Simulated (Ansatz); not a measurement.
A nudged elastic band was laid between two geometries of C2H8Si + H2O (14 atoms, charge 0, multiplicity 1).

Method: RKS r2SCAN-D4/6-31G* in Ansatz 0.2.0.

* movable images: 7
* climbing image: yes
* spring: 5.0 eV/Å²
* optimiser: quadratic models (default)
* start path: through a guess of the saddle point
* force threshold: 0.05 eV/Å
* iteration limit: 60
* end points: relaxed

First end point:

```xyz
14
Properties=species:S:1:pos:R:3
Si -0.891 -0.359 -0.355
C 0.430 -1.654 -0.014
H -2.013 -0.970 -1.134
H -1.492 0.108 0.937
C -0.182 1.107 -1.296
H 0.703 0.405 2.423
O 1.084 1.171 1.968
H 0.045 -2.486 0.588
H 0.814 -2.073 -0.953
H 1.272 -1.196 0.518
H -0.929 1.894 -1.456
H 0.188 0.794 -2.281
H 0.662 1.533 -0.740
H 0.309 1.725 1.795
```

Last end point:

```xyz
14
Properties=species:S:1:pos:R:3
Si -1.185 0.998 0.217
C 1.232 -2.065 0.355
H -1.798 -0.366 0.153
H -2.306 1.973 0.397
C -0.239 1.376 -1.344
H 1.131 -1.085 0.828
O -0.086 1.111 1.472
H 0.677 -2.812 0.932
H 0.825 -2.025 -0.661
H 2.287 -2.349 0.313
H -0.891 1.321 -2.224
H 0.583 0.664 -1.482
H 0.191 2.384 -1.303
H -0.420 0.875 2.347
```

Which bonds break or form, and what moves?

Bonds broken: Si1–C2, H6–O7. Bonds formed: Si1–O7, C2–H6. C2H8Si + H2O becomes CH4 + CH6OSi.

Give the energies along the band, and the barrier.

The forces met the threshold. The highest image is number 4 of 0 to 8, 185.3 kJ/mol above the first end and 283.2 kJ/mol above the last; the last end lies 97.8 kJ/mol below the first. Neighbouring images differ by up to 1.8 eV, so the band resolves the path poorly. A vibrational analysis at the climbing image gives one clearly imaginary mode, 1252i cm⁻¹: a first-order saddle point. The orbitals stay closed-shell, which can raise the energy where a bond breaks towards radicals; this wasn't checked here.

```
image  path coordinate (Å)  energy (kJ/mol)  Si1–C2 (Å)  H6–O7 (Å)  Si1–O7 (Å)
    0                 0.00              0.0        1.88       0.97        3.41
    1                 0.94              1.8        1.88       0.97        3.40
    2                 1.87             12.4        1.90       0.97        3.11
    3                 2.81             62.6        1.95       0.98        2.50
    4                 3.74            185.3        2.24       1.19        1.94
    5                 4.55             13.3        2.75       1.71        1.72
    6                 5.37            -76.9        3.22       2.05        1.68
    7                 6.18            -96.5        3.65       2.47        1.67
    8                 6.99            -97.8        3.90       2.59        1.67
```

What is the geometry of the highest image?


```xyz
14
Properties=species:S:1:pos:R:3:forces:R:3
Si -0.770 0.195 0.101 -0.01 0.01 0.00
C 0.668 -1.514 0.309 -0.02 0.00 -0.01
H -1.625 -0.913 -0.453 0.01 0.00 0.00
H -1.825 0.873 0.937 0.00 0.01 0.00
C -0.197 1.253 -1.336 0.02 0.00 0.01
H 0.793 -0.318 1.065 0.02 0.00 0.01
O 0.550 0.805 1.383 -0.03 0.00 0.02
H 0.047 -2.309 0.733 0.00 0.00 0.00
H 0.717 -1.650 -0.777 0.00 0.00 0.00
H 1.701 -1.683 0.667 0.01 0.00 0.00
H -1.009 1.388 -2.062 -0.01 0.00 0.00
H 0.645 0.789 -1.864 -0.01 0.00 0.00
H 0.130 2.236 -0.983 0.00 0.00 0.00
H 0.175 0.848 2.281 0.01 0.00 -0.01
```

Run time: 6.7 min on 2 threads of Intel(R) Xeon(R) Platinum 8259CL CPU @ 2.50GHz (Skylake/Cascade Lake), on a shared host, peak memory 0.19 GiB.
